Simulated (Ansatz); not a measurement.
Computed with Ansatz on PBE0-D4/def2-TZVP structures; ΔE is electronic, products minus reactants. CCSD(T)/CBS is the MP2 limit (def2-TZVPP, def2-QZVPP) plus CCSD(T) − MP2 in def2-TZVPP, frozen cores. This one scheme is used for every species. Functionals use def2-TZVPP. B3LYP here is the variant with VWN-RPA as its local correlation; programs differ in this.

`FC1=CS[SiH2]1` + H₂ → `C1=CS[SiH2]1` + H–F  (hydrogenolysis of a C–F bond)

CCSD(T)/CBS gives -119.0 kJ/mol.

(1) Another level gave -104.0 kJ/mol. Which?
A. MP2/def2-TZVPP
B. PBE0/def2-TZVPP
C. PBE-D4/def2-TZVPP
D. B3LYP/def2-TZVPP

Largest T1 diagnostic among the species: 0.014.

Results:

(1) D. B3LYP -104.0, PBE0 -108.6, PBE-D4 -97.1, MP2/def2-TZVPP -123.3 kJ/mol.

From BLYP to BHLYP (50 % exact exchange), in def2-TZVPP and without D4, ΔE moves by −16.5 kJ/mol. Leaving LDA and LC-ωPBE aside and taking each functional with its dispersion term where it has one, the values, not all of them listed here, spread over 24.0 kJ/mol, from PBE-QIDH to BLYP-D4. LDA lies +3.4 kJ/mol from PBE without D4. At CCSD(T), def2-SVP lies +15.7 kJ/mol from the extrapolated value and def2-TZVPP +3.3 kJ/mol.
